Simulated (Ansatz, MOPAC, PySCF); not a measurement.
Complex: HF (SMILES F) (first 2 atoms) with H4OSi (SMILES O[SiH3]); geometry from B3LYP-D3(BJ)/def2-TZVP, rigid monomers moved along the line of their centres of mass till H2···O3 is 3.02 Å.
(charge 0, multiplicity 1):
```xyz
8

F      1.01146    -1.02786     0.18954
H      0.84095    -0.83434     1.09638
O     -0.00611     0.01678     3.86662
Si    -1.20927     1.03987     4.41413
H      0.54667    -0.44033     4.50627
H     -2.18016     0.29177     5.24341
H     -1.84575     1.56407     3.19446
H     -0.62313     2.13206     5.22254
```

Monomers are frozen at their geometry in the pair; levels with a basis set take the counterpoise correction. Rows marked so take none.

Rows in 6-31G* carry no dispersion term and start afresh at each structure (6-31G* with six Cartesian d functions). The state reached by AM1 isn't checked.

Programs: Ansatz (a program for electronic structure) with Gaussian orbitals; MOPAC for AM1 (differences of heats of formation); PySCF for 6-31G* rows, the dispersion terms. 

Problem. Predict the interaction energy from AM1.

Solution. -1.8 kcal/mol

Problem. What is the computed interaction energy (r2SCAN-D3(BJ)/def2-TZVPPD)?

Solution. -2.4 kcal/mol

Problem. What interaction energy does HF/6-31G* (no counterpoise) give?

Solution. -3.1 kcal/mol
